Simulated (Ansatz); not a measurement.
Be2Se2⁺, relaxed as a quartet with UKS PBE0-D4/def2-TZVP in Ansatz, starting from the PBE0-D4/def2-TZVP geometry of the charge +1 doublet. Force threshold 0.02 eV/Å.

The relaxation made no stability test and no search for a lower SCF solution. At PBE0-D4/def2-TZVP a doublet of charge 1 lies 3.20 eV below the quartet, each at its own geometry. The structure comes from a short search, and lower isomers may exist.

Start:

```tsv
atom	x (Å)	y (Å)	z (Å)
Be1	-0.575	-0.877	-0.101
Be2	0.575	0.877	0.100
Se3	1.404	-0.977	0.498
Se4	-1.404	0.977	-0.498
```

Task: Estimate the energy that the relaxation releases and the steps that it takes.

Result: 6.9 kcal/mol, in 5 steps; 9.5 s on 4 threads of Arm Neoverse V2 on a shared host. No frequencies were taken in this run, so the end may be a saddle point.

Task: Does the start keep its bonding and symmetry?

Result: By distances, no bond broke or formed. The bond that changes most is Be1–Se4, from 2.07 to 2.17 Å (atoms count from 1). Point group D2h at the start, D2h at the end, both within 0.05 Å.

Task: Predict the relaxed structure.

Result: 
Cartesian coordinates in Å:
```
Be -0.6689 -1.0207 -0.1171
Be 0.6690 1.0207 0.1170
Se 1.4151 -0.9850 0.5018
Se -1.4152 0.9850 -0.5017
```
Bond lengths (bridged metal pairs left out): 4 × Be–Se 2.17 Å.
